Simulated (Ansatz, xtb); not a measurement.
Isomers of C4H7NO2 in order of energy

6 gas-phase structures of C4H7NO2, from a drawn sample of its isomers (lower ones may exist). Each was relaxed with GFN2-xTB; where two conformers were screened, the lower at r2SCAN-D4/def2-SVP is listed:

A. `N[C@@H]1C[C@H](C=O)O1`, a singlet
B. `N[C@@H]1OC[C@@H]1C=O`, a singlet
C. `N[C@@H]1CO[C@@H]1C=O`, a singlet
D. `N[C@@H]1OC[C@H]1C=O`, a singlet
E. `N[C@@H]1CO[C@H]1C=O`, a singlet
F. `N[C@@H]1C[C@@H](C=O)O1`, a singlet

Question: Estimate their order in r2SCAN-D4/def2-SVP energy at these geometries, lowest first.

Answer: Calculated order at r2SCAN-D4/def2-SVP: F (0.000), A (0.007), D (0.026), B (0.030), C (0.394), E (0.404) eV. Less than 1 kcal/mol parts F and A; A and D; D and B; C and E, so the order within those pairs means little.

Energies above the lowest of each column, in eV; the last columns are at B3LYP/def2-SVP geometries:

```
structure  GFN2-xTB  HF/STO-3G  r2SCAN-D4/def2-SVP  B3LYP/def2-SVP  CCSD(T)/def2-SVP + ΔMP2/def2-TZVPP
        F     0.000      0.000               0.000           0.006                               0.013
        A     0.000      0.013               0.007           0.000                               0.000
        D     0.006      0.011               0.026           0.045                               0.064
        B     0.023      0.020               0.030           0.041                               0.048
        C     0.231      0.297               0.394           0.402                               0.403
        E     0.207      0.286               0.404           0.385                               0.388
```

Every level run on A puts it lowest or level with the lowest. CCSD(T)/def2-SVP + ΔMP2/def2-TZVPP orders those it was run on as A (0.000), F (0.013), B (0.048), D (0.064), E (0.388), C (0.403) eV. Less than 1 kcal/mol parts A and F; F and B; B and D; E and C, so the order within those pairs means little. Flexible structures stand in one conformer each, not always the lowest. ΔMP2 is the change of the MP2 energy from the smaller to the larger basis.

Over these structures GFN2-xTB departs from r2SCAN-D4/def2-SVP by 0.076 eV on average once a common shift is removed. A GFN2-xTB relaxation took about 0.16 s and the r2SCAN-D4/def2-SVP energy about 2 s on a shared host (Ansatz 0.2.0, xtb 6.7.1).
